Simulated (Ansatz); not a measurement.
A first, cheap relaxation of `[F][Sn]([SiH3])([Cl])[Cl]`.

```yaml
crystal:
  periodic: [false, false, false]
  atoms:
    - {symbol: F, position_ang: [-1.910200, 1.638500, 0.404000]}
    - {symbol: Sn, position_ang: [-0.779200, 0.561700, -0.668300]}
    - {symbol: Si, position_ang: [0.806200, -0.619900, 0.837200]}
    - {symbol: Cl, position_ang: [-1.972600, -1.014400, -1.855200]}
    - {symbol: Cl, position_ang: [0.424600, 1.898000, -2.205900]}
    - {symbol: H, position_ang: [1.732900, -1.451500, 0.045200]}
    - {symbol: H, position_ang: [0.118200, -1.457300, 1.804100]}
    - {symbol: H, position_ang: [1.672300, 0.387900, 1.583200]}
basis:
  gaussian: {orbitals: def2-SVP}
hamiltonian: {xc: pbe, dispersion: d4}
relax: {f_tol: 0.03, max_steps: 200}
```

```sh
$ ansatz run in.yaml --threads 4 --pin off --events-out ev --progress --plain
```

It prints (some lines left out):

```
Functional definition: PBE
mean field -41493.42172757 eV, -1524.8551232369 hartree, gradient 1.8e-5 eV, S^2 0.000000; 0 other end points of the search recorded, 0 dependent functions left out
relax step   1: F+E_penalty+E_count = -41493.67537345 eV  Δ(F+E_penalty+E_count) = +0.000e0 eV  max|allowed force component| = 1.352e0 eV/Å  Δτ_max = 0.0000 Å  (27 SCF iters, accepted)
mean field -41493.66206385 eV, -1524.8639554321 hartree, gradient 2.3e-5 eV, S^2 0.000000; 0 other end points of the search recorded, 0 dependent functions left out
relax step   2: F+E_penalty+E_count = -41493.90720685 eV  Δ(F+E_penalty+E_count) = -2.318e-1 eV  max|allowed force component| = 2.859e-1 eV/Å  Δτ_max = 0.1946 Å  (34 SCF iters, accepted)
mean field -41493.66689035 eV, -1524.8641328028 hartree, gradient 6.8e-6 eV, S^2 0.000000; 0 other end points of the search recorded, 0 dependent functions left out
relax step   3: F+E_penalty+E_count = -41493.91314946 eV  Δ(F+E_penalty+E_count) = -5.943e-3 eV  max|allowed force component| = 5.373e-2 eV/Å  Δτ_max = 0.0287 Å  (28 SCF iters, accepted)
mean field -41493.66732828 eV, -1524.8641488963 hartree, gradient 7.1e-6 eV, S^2 0.000000; 0 other end points of the search recorded, 0 dependent functions left out
relax step   4: F+E_penalty+E_count = -41493.91353910 eV  Δ(F+E_penalty+E_count) = -3.896e-4 eV  max|allowed force component| = 1.112e-2 eV/Å  Δτ_max = 0.0116 Å  (29 SCF iters, accepted)
mean field -41493.66732828 eV, -1524.8641488963 hartree, gradient 7.0e-6 eV, S^2 0.000000; 1 other end points of the search recorded, 0 dependent functions left out
Total energy: -41493.91358005 eV, -1524.8731984821 hartree
Atom 0 at    -1.995040     1.690961     0.271435 Å, force     0.001173    -0.002528     0.006093 eV/Å
Atom 1 at    -0.729646     0.534251    -0.669914 Å, force     0.007729     0.003020    -0.009763 eV/Å
Atom 2 at     0.924402    -0.663750     0.919001 Å, force     0.005944    -0.011117     0.002797 eV/Å
Atom 3 at    -2.083498    -0.958407    -1.900152 Å, force    -0.007346    -0.000783    -0.001863 eV/Å
Atom 4 at     0.344095     1.958694    -2.217123 Å, force    -0.002284     0.004937    -0.003426 eV/Å
Atom 5 at     1.797024    -1.508620     0.040331 Å, force     0.000229    -0.002758     0.003693 eV/Å
Atom 6 at     0.118843    -1.499353     1.867351 Å, force    -0.000926     0.001726     0.000378 eV/Å
Atom 7 at     1.716019     0.389223     1.633371 Å, force    -0.004519     0.007502     0.002091 eV/Å
Dipole moment:     0.599743    -0.448707     0.472167 e Å
```

It took 6 s on 4 threads of a server CPU on a shared host, with 0.17 GiB of host memory at the peak.
